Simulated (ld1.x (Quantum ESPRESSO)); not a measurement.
**An all-electron radial function and its pseudo partner (lutetium (Lu))**

Columns: radius, all-electron u(r) and pseudo u(r) of the 6s shell (level -10.21 eV) of lutetium in the configuration [Kr] 4d10 5s2 4f14 5p6 5d1 6s1 6p0; PBE, scalar-relativistic, TM semilocal scheme, ld1.x (Quantum ESPRESSO) 7.5.

```csv
r (bohr),all-electron,pseudo
0.160,0.1249,-0.0691
0.320,-0.1500,-0.1273
0.480,-0.1042,-0.1661
0.640,0.1244,-0.1829
0.800,0.2713,-0.1820
0.960,0.2933,-0.1730
1.120,0.2250,-0.1661
1.280,0.1081,-0.1694
1.440,-0.0263,-0.1894
1.600,-0.1584,-0.2316
1.760,-0.2775,-0.2982
1.920,-0.3788,-0.3810
2.080,-0.4608,-0.4608
2.240,-0.5241,-0.5241
2.400,-0.5703,-0.5703
2.560,-0.6012,-0.6012
2.720,-0.6192,-0.6192
2.880,-0.6260,-0.6260
3.040,-0.6237,-0.6237
3.200,-0.6138,-0.6138
3.360,-0.5979,-0.5979
3.520,-0.5772,-0.5772
3.680,-0.5530,-0.5530
3.840,-0.5262,-0.5262
4.000,-0.4978,-0.4978
4.160,-0.4685,-0.4685
```

(1) How many radial nodes do the two functions have?

(2) At about which radius was the pseudo-wave matched?

(3) Is the pseudo-wave norm-conserving?

Answers

(1) The all-electron 6s function has n − l − 1 = 5 (the table is too coarse to show those close to the nucleus); the pseudo-wave has 0, since the states of the same l below it are removed with the core.

(2) 2.15 bohr, where the columns begin to agree (steps of 0.16 bohr).

(3) Yes: the TM semilocal scheme keeps the norm inside the radius equal to the all-electron one, which fixes the energy derivative of the logarithmic derivative at the level.
